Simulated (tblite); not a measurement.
Species: C5H5Cl2F.
SMILES with atom numbers: `[F:1][C@H:2]([Cl:3])[CH2:4][C:5]#[C:6][CH2:7][Cl:8]` (hydrogens: H9 on C2; H10, H11 on C4; H12, H13 on C7)

Computed with GFN2-xTB (tblite), gas phase: Langevin dynamics at 400 K from the optimised GFN2-xTB geometry, time step 0.5 fs, friction 0.01 fs⁻¹, 2000 steps.

Start geometry:
```
atom  x, y, z in Å
F1      2.061    1.423    0.329
C2      2.001    0.084    0.546
Cl3     3.679   -0.527    0.653
C4      1.257   -0.610   -0.590
C5     -0.145   -0.244   -0.565
C6     -1.294    0.102   -0.547
C7     -2.685    0.458   -0.467
Cl8    -3.394   -0.170    1.070
H9      1.523   -0.067    1.521
H10     1.359   -1.691   -0.473
H11     1.701   -0.310   -1.543
H12    -3.254    0.012   -1.284
H13    -2.814    1.541   -0.455
```

The statistics below take the 31 frames saved every 25 fs from 250 to 1000 fs; their kinetic temperature (all 3N coordinates) averages 437 K.

Q: How do the bond lengths spread?

A: 
| bond | start (Å) | mean (Å) | standard deviation (Å) | shortest (Å) | longest (Å) |
| --- | --- | --- | --- | --- | --- |
| F1–C2 | 1.358 | 1.372 | 0.041 | 1.274 | 1.475 |
| C2–Cl3 | 1.789 | 1.797 | 0.036 | 1.706 | 1.867 |
| C2–C4 | 1.525 | 1.534 | 0.040 | 1.451 | 1.627 |
| C4–C5 | 1.449 | 1.453 | 0.028 | 1.388 | 1.517 |
| C5≡C6 | 1.199 | 1.204 | 0.016 | 1.177 | 1.233 |
| C6–C7 | 1.438 | 1.446 | 0.027 | 1.389 | 1.493 |
| C7–Cl8 | 1.805 | 1.817 | 0.072 | 1.684 | 1.948 |
| C2–H9 | 1.096 | 1.115 | 0.047 | 1.010 | 1.228 |
| C4–H10 | 1.092 | 1.107 | 0.040 | 1.036 | 1.176 |
| C4–H11 | 1.093 | 1.092 | 0.039 | 0.993 | 1.167 |
| C7–H12 | 1.091 | 1.096 | 0.030 | 1.042 | 1.182 |
| C7–H13 | 1.091 | 1.096 | 0.036 | 1.039 | 1.187 |

Q: Give the same statistics for bond angles, one of each kind among heavy atoms.

A: 
```
    angle  start (°)  mean (°)  standard deviation (°)  smallest (°)  largest (°)
F1–C2–Cl3      107.8     106.6                     3.7          99.5        112.8
 F1–C2–C4      110.6     111.2                     4.7         102.4        121.0
Cl3–C2–C4      110.3     110.9                     3.6         102.4        117.8
 C2–C4–C5      110.2     112.6                     5.3         102.4        128.4
 C4–C5–C6      177.8     167.9                     6.2         152.3        178.6
 C5–C6–C7      176.6     169.7                     5.5         158.3        179.1
C6–C7–Cl8      110.0     110.1                     4.3         102.6        119.3
```

Q: Follow the torsion F1–C2–C4–C5 through every second one of these frames.

A: 
```tsv
t (fs)	F1–C2–C4–C5 (°)
250	-94
300	-85
350	-63
400	-65
450	-46
500	-66
550	-66
600	-54
650	-71
700	-65
750	-71
800	-79
850	-59
900	-57
950	-53
1000	-60
```

Largest departure from the start value over all these frames: F1–C2–C4–C5 26° (start -68°).

Q: How widely does the potential energy scatter, against a harmonic estimate?

A: Mean 0.64 eV above the start, standard deviation 0.197 eV, range 0.37 to 1.22 eV. For 33 classical harmonic modes at 400 K the canonical values are 33kT/2 = 0.57 eV and kT·√(33/2) = 0.140 eV.

The run is classical and short, so these are rough statistics of one trajectory.

The cost below is that of the whole dynamics run. Time: 11 s of wall time; peak memory 0.18 GiB. Hardware: Arm Neoverse V2, one thread, no GPU, shared host.
